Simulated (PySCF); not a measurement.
# Finite-field polarisability of F (fluorine, neutral)

[He] 2s2 2p5, 2P determinant. Calculation: PySCF 2.14, in aug-cc-pwCVTZ (7s6p4d2f, 59 functions); no relativity, point nucleus. Frozen: 1s2. Energy changes in a uniform field (μhartree):

| axis | F (au) | HF | MP2 | CCSD | CCSD(T) |
| --- | --- | --- | --- | --- | --- |
| x | 0.0083 | -101.045 | -108.820 | -108.069 | -109.102 |
| x | 0.0166 | -404.243 | -435.367 | -432.366 | -436.503 |
| y | 0.0079 | -99.961 | -110.728 | -109.844 | -111.442 |
| y | 0.0158 | -400.030 | -443.167 | -439.622 | -446.031 |

By symmetry the remaining axis equals y.

Problem. Derive α along x at CCSD(T) from the two fields.

Solution. With ΔE = −αF²/2 − γF⁴/24, α = −(16 ΔE(F) − ΔE(2F))/(6F²) = 3.167 bohr³.

Problem. And the mean polarisability at each level?

Solution. The components xx, yy, zz at CCSD(T) are 3.167, 3.571, 3.571, the third axis being equal by symmetry to one of the two computed. Means: HF 3.113, MP2 3.418, CCSD 3.392, CCSD(T) 3.436 bohr³. Reference: 3.74 ± 0.08 bohr³ (recommended; Schwerdtfeger and Nagle, table of static dipole polarizabilities (2023 update)).

CCSD(T) lies more than 5 % below the reference, which points to too few diffuse and polarisation functions.
